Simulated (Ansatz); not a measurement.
**Nudged elastic band run: BClF2H2**

Input file:

```yaml
crystal:
  periodic: [false, false, false]
  atoms:
    - { symbol: B, position_ang: [-0.008754, 0.38243, -0.104325] }
    - { symbol: H, position_ang: [-0.012804, 0.71045, 1.059182] }
    - { symbol: F, position_ang: [1.131373, 0.28189, -0.777466] }
    - { symbol: F, position_ang: [-1.14744, 0.21381, -0.766219] }
    - { symbol: Cl, position_ang: [0.084499, -2.541775, 0.990111] }
    - { symbol: H, position_ang: [0.082024, -1.970505, 2.158418] }
basis:
  gaussian: { orbitals: def2-SVP }
hamiltonian:
  xc: blyp
  dispersion: d4
neb:
  order_check: false
  images: 7
  f_tol: 0.05
  max_iterations: 60
  spring: 0.5
  final_atoms:
    - { symbol: B, position_ang: [0.01933255, -0.59879933, -0.54279305] }
    - { symbol: H, position_ang: [0.00070652, 0.32675715, 2.31874471] }
    - { symbol: F, position_ang: [1.14253935, 0.09039688, -0.67874007] }
    - { symbol: F, position_ang: [-1.14096895, 0.03005024, -0.65893402] }
    - { symbol: Cl, position_ang: [0.06811087, -2.3344859, -0.23109014] }
    - { symbol: H, position_ang: [0.03917766, -0.43761904, 2.35251358] }
  initial_path:
    images:
      - { positions_ang: [[-0.008754, 0.38243, -0.104325], [-0.012804, 0.71045, 1.059182], [1.131373, 0.28189, -0.777466], [-1.14744, 0.21381, -0.766219], [0.084499, -2.541775, 0.990111], [0.082024, -1.970505, 2.158418]] }
      - { positions_ang: [[-0.00698071, 0.28972588, -0.07481098], [-0.00935088, 0.52505237, 1.18267029], [1.13360259, 0.21945543, -0.74508304], [-1.14705528, 0.16728792, -0.73568748], [0.08679686, -2.41986307, 0.90197258], [0.07188542, -1.70535852, 2.03063962]] }
      - { positions_ang: [[-0.00520743, 0.19702176, -0.04529696], [-0.00589776, 0.33965473, 1.30615859], [1.13583219, 0.15702085, -0.71270008], [-1.14667055, 0.12076584, -0.70515595], [0.08909472, -2.29795114, 0.81383416], [0.06174683, -1.44021205, 1.90286125]] }
      - { positions_ang: [[-0.00343414, 0.10431764, -0.01578294], [-0.00244464, 0.1542571, 1.42964688], [1.13806178, 0.09458628, -0.68031712], [-1.14628583, 0.07424377, -0.67462443], [0.09139257, -2.17603921, 0.72569574], [0.05160825, -1.17506557, 1.77508287]] }
      - { positions_ang: [[-0.00166086, 0.01161353, 0.01373108], [0.00100849, -0.03114054, 1.55313517], [1.14029138, 0.03215171, -0.64793416], [-1.1459011, 0.02772169, -0.64409291], [0.09369043, -2.05412728, 0.63755732], [0.04146967, -0.9099191, 1.6473045]] }
      - { positions_ang: [[0.00358749, -0.14098969, -0.12539995], [0.00093299, 0.05833389, 1.74453756], [1.14085337, 0.046713, -0.65563564], [-1.14466807, 0.02830383, -0.64780319], [0.08729554, -2.12421694, 0.42039545], [0.04089667, -0.79184408, 1.82360677]] }
      - { positions_ang: [[0.00883584, -0.2935929, -0.26453099], [0.0008575, 0.14780831, 1.93593994], [1.14141536, 0.06127429, -0.66333711], [-1.14343503, 0.02888596, -0.65151346], [0.08090065, -2.19430659, 0.20323359], [0.04032367, -0.67376907, 1.99990904]] }
      - { positions_ang: [[0.01408419, -0.44619612, -0.40366202], [0.00078201, 0.23728273, 2.12734232], [1.14197735, 0.07583559, -0.67103859], [-1.14220199, 0.0294681, -0.65522374], [0.07450576, -2.26439624, -0.01392828], [0.03975066, -0.55569406, 2.17621131]] }
      - { positions_ang: [[0.01933255, -0.59879933, -0.54279305], [0.00070652, 0.32675715, 2.31874471], [1.14253935, 0.09039688, -0.67874007], [-1.14096895, 0.03005024, -0.65893402], [0.06811087, -2.3344859, -0.23109014], [0.03917766, -0.43761904, 2.35251358]] }
```

Launched with:

```bash
$ ansatz run input.yaml --threads 1 --pin off --max-ram 2048MiB --backend cpu --events-out ev --progress --plain --runs-dir out
```

Output, in part (warnings, iteration lines, the closing report on the highest movable image, with atoms numbered from 0):

```
NEB end point (image 0): max|allowed force component| = 2.676e-2 eV/Å (the criterion of neb.relax_end_points is 1.000e-2)
NEB end point (image 8): max|allowed force component| = 7.429e-3 eV/Å (the criterion of neb.relax_end_points is 1.000e-2)
NEB iter   1: max|band force component| = 5.406e0 eV/Å  barrier→ = 2.2278 eV  barrier← = 2.8299 eV  Δτ_max = 0.2000 Å  (217 SCF iters)
NEB iter   2: max|band force component| = 2.711e0 eV/Å  barrier→ = 1.2113 eV  barrier← = 1.8134 eV  Δτ_max = 0.1973 Å  (216 SCF iters)
NEB iter   3: max|band force component| = 1.927e0 eV/Å  barrier→ = 1.0410 eV  barrier← = 1.6432 eV  Δτ_max = 0.1006 Å  (206 SCF iters)
NEB iter   4: max|band force component| = 9.940e-1 eV/Å  barrier→ = 0.9913 eV  barrier← = 1.5934 eV  Δτ_max = 0.1005 Å  (197 SCF iters)
NEB iter   5: max|band force component| = 1.009e0 eV/Å  barrier→ = 0.9797 eV  barrier← = 1.5818 eV  Δτ_max = 0.0502 Å  (189 SCF iters)
NEB iter   6: max|band force component| = 7.452e-1 eV/Å  barrier→ = 0.9617 eV  barrier← = 1.5638 eV  Δτ_max = 0.0501 Å  (188 SCF iters)
NEB iter   7: max|band force component| = 5.145e-1 eV/Å  barrier→ = 0.9699 eV  barrier← = 1.5721 eV  Δτ_max = 0.0502 Å  (184 SCF iters)
NEB iter   8: max|band force component| = 1.086e0 eV/Å  barrier→ = 0.9706 eV  barrier← = 1.5728 eV  Δτ_max = 0.0250 Å  (180 SCF iters)
NEB iter   9: max|band force component| = 4.332e-1 eV/Å  barrier→ = 0.9712 eV  barrier← = 1.5733 eV  CI = image 4  Δτ_max = 0.0501 Å  (185 SCF iters)
NEB iter  10: max|band force component| = 1.699e0 eV/Å  barrier→ = 0.9713 eV  barrier← = 1.5734 eV  CI = image 4  Δτ_max = 0.0253 Å  (189 SCF iters)
NEB iter  11: max|band force component| = 7.021e-1 eV/Å  barrier→ = 0.9710 eV  barrier← = 1.5731 eV  CI = image 4  Δτ_max = 0.0503 Å  (172 SCF iters)
NEB iter  12: max|band force component| = 3.430e-1 eV/Å  barrier→ = 0.9708 eV  barrier← = 1.5730 eV  CI = image 4  Δτ_max = 0.1001 Å  (174 SCF iters)
NEB iter  13: max|band force component| = 3.532e0 eV/Å  barrier→ = 0.9708 eV  barrier← = 1.5730 eV  CI = image 4  Δτ_max = 0.0498 Å  (172 SCF iters)
NEB iter  14: max|band force component| = 1.743e0 eV/Å  barrier→ = 0.9708 eV  barrier← = 1.5730 eV  CI = image 4  Δτ_max = 0.1021 Å  (168 SCF iters)
NEB iter  15: max|band force component| = 7.735e-1 eV/Å  barrier→ = 0.9708 eV  barrier← = 1.5730 eV  CI = image 4  Δτ_max = 0.0974 Å  (180 SCF iters)
NEB iter  16: max|band force component| = 1.233e-1 eV/Å  barrier→ = 0.9708 eV  barrier← = 1.5730 eV  CI = image 4  Δτ_max = 0.0163 Å  (175 SCF iters)
NEB iter  17: max|band force component| = 1.293e-1 eV/Å  barrier→ = 0.9708 eV  barrier← = 1.5730 eV  CI = image 4  Δτ_max = 0.0082 Å  (151 SCF iters)
NEB iter  18: max|band force component| = 1.307e-1 eV/Å  barrier→ = 0.9708 eV  barrier← = 1.5730 eV  CI = image 4  Δτ_max = 0.0041 Å  (156 SCF iters)
NEB iter  19: max|band force component| = 4.327e-2 eV/Å  barrier→ = 0.9708 eV  barrier← = 1.5730 eV  CI = image 4  Δτ_max = 0.0000 Å  (316 SCF iters)
Total energy: -18657.84585204 eV, -685.6631883204 hartree
Atom 0 at     0.011535    -0.194920     0.087744 Å, force    -0.000000     0.000021    -0.000001 eV/Å
Atom 1 at     0.007264     0.192805     1.379454 Å, force    -0.000001     0.000018    -0.000005 eV/Å
Atom 2 at     1.165278     0.127913    -0.501435 Å, force     0.000060    -0.000011     0.000020 eV/Å
Atom 3 at    -1.164484     0.062477    -0.489493 Å, force    -0.000065    -0.000011     0.000011 eV/Å
Atom 4 at     0.072321    -2.254953     0.658437 Å, force    -0.000001    -0.000001     0.000005 eV/Å
Atom 5 at     0.036984    -0.857021     1.424994 Å, force     0.000007    -0.000014    -0.000029 eV/Å
Dipole moment:    -0.000927     0.096646     0.348835 e Å
```

The run converged. Another band between the same ends (7 images) ends at a top of the same energy, where a vibrational analysis finds 1 clearly imaginary mode. The orbitals stay closed-shell, which can raise the energy where a bond breaks towards radicals; this wasn't checked here.

Final band (atoms are numbered from 1 in the order of the input):

| image | path coordinate (Å) | energy (kJ/mol) | B1–H2 (Å) | Cl5–H6 (Å) | B1–Cl5 (Å) |
| --- | --- | --- | --- | --- | --- |
| 0 | 0.00 | 0.0 | 1.21 | 1.30 | 3.12 |
| 1 | 0.46 | 2.0 | 1.21 | 1.30 | 3.08 |
| 2 | 0.93 | 8.9 | 1.21 | 1.31 | 2.91 |
| 3 | 1.39 | 40.4 | 1.23 | 1.35 | 2.52 |
| 4 | 1.85 | 93.7 | 1.35 | 1.59 | 2.14 |
| 5 | 2.33 | 22.4 | 1.70 | 2.00 | 1.88 |
| 6 | 2.82 | -36.9 | 2.15 | 2.43 | 1.78 |
| 7 | 3.30 | -54.9 | 2.58 | 2.84 | 1.77 |
| 8 | 3.78 | -58.1 | 3.01 | 3.21 | 1.76 |

Time of the run: 3.2 min on 1 thread of Arm Neoverse V1, on a shared host, peak memory 0.12 GiB.
